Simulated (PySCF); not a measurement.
Radial density of Ta²⁺ (tantalum, charge +2)

revPBE, [Xe] 4f14 5d2 6s1, high-spin 4F determinant (an excited configuration). All numbers are calculated (PySCF 2.14, the spin-free X2C one-electron Hamiltonian (Gaussian nucleus), in x2c-QZVPPall).

| r (bohr) | 4πr²ρ (e/bohr) | 4πr²(ρα − ρβ) |
| --- | --- | --- |
| 0.0161 | 96.61 | 0.0004 |
| 0.0272 | 88.97 | -0.0012 |
| 0.0457 | 124.9 | 0.0182 |
| 0.0768 | 118.5 | 0.0615 |
| 0.129 | 111.6 | 0.0998 |
| 0.217 | 92.99 | -0.0234 |
| 0.366 | 68.35 | 0.1808 |
| 0.615 | 46.63 | -0.0121 |
| 1.03 | 16.27 | 0.7066 |
| 1.74 | 4.700 | 1.4064 |
| 2.93 | 0.8449 | 0.7665 |
| 4.92 | 0.05566 | 0.0556 |
| 8.28 | 4.633e-05 | 0.0000 |

Densities and radii are taken from the X2C orbitals without a picture-change correction, which distorts them close to the nucleus.

Spin-orbit coupling, absent here, splits the open shell strongly.

Question: Where is the radial spin density 4πr²(ρα − ρβ) most negative, and why is it negative at all?

Answer: Around r = 0.217 bohr, down to -0.0234 e/bohr: exchange with the open shell polarises the paired shells in an unrestricted calculation.
